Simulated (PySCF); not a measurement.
**Unknown compound**

An unknown has the formula C6H10OSi. Its calculated NMR data are:

1H NMR (400 MHz, computed): δ 5.87 (m, 1H), 5.82 (m, 1H), 4.56 (q, 2H), 4.34 (s, 2H), 1.22 (br s, 1H), 0.37 (t, 3H).

13C{1H} NMR (computed): δ 140.1 (C), 131.3 (CH2), 113.0 (C), 101.4 (C), 71.1 (CH2), -4.7 (CH3).

[PySCF 2.14.0 with density-fitted response routines: geometry from GFN2-xTB; NMR shieldings at PBE0/pcSseg-1/GIAO; one conformer; no solvent; relativity neglected; equivalent nuclei averaged]

δ = σ(ref) − σ, references computed at the same level: 1H (31.72 ppm), 13C (186.93 ppm) against TMS.

Which of these isomers gave the spectra?
A. C=C(C#C[SiH2]C)CO
B. C[SiH2]c1ccc(C)o1
C. C=C/C=C\C(=C)O[SiH3]
D. CO[Si]1(C)C=CC=C1

Answers

A. 

1. The formula gives 3 degrees of unsaturation (no ring in the answer).
2. 6 carbon signals for 6 carbons: no two carbons are equivalent.
3. Carbon types of the structure: 3 × C, 2 × CH2, 1 × CH3, leaving 3 H on heteroatoms.
4. δC 140.1: fully substituted alkene carbon; as expected for a trigonal carbon in a double bond.
5. δC 131.3: terminal =CH2 carbon; an sp2 carbon of a C=C bond.
6. δC 113.0, 101.4: alkyne carbon.
7. δC 71.1: allylic sp3 CH2 bonded to O; pulled downfield by the heteroatom.
8. δH 0.37: hydrogen on a methyl carbon bonded to Si; an electropositive neighbour shields it, as in TMS itself.

The others: C[SiH2]c1ccc(C)o1 has carbons computed at 163.7, 155.9, 130.2, 113.8, 16.7, -5.8, with a different DEPT pattern; CO[Si]1(C)C=CC=C1 would give 4 carbon signals, not 6; C=C/C=C\C(=C)O[SiH3] would give 8 signals for carbon-bound and other non-exchanging H, not 5.

Exchangeable OH/NH protons stand at their gas-phase positions; hydrogen bonding in a real sample shifts them, mostly to higher δ. Shifts are as computed. Against solution values, carbons near 30 ppm lie about +3 ppm off and those near 130 ppm about +5 ppm. Of 1211 compounds with measured shifts, 218 miss one by over three times the rms of a fit or turn the order of signals round; such compounds aren't used in these exercises. Multiplicities follow the n + 1 count of equivalent neighbours, as no J values were calculated; m marks all less simple cases, F and P coupling included.
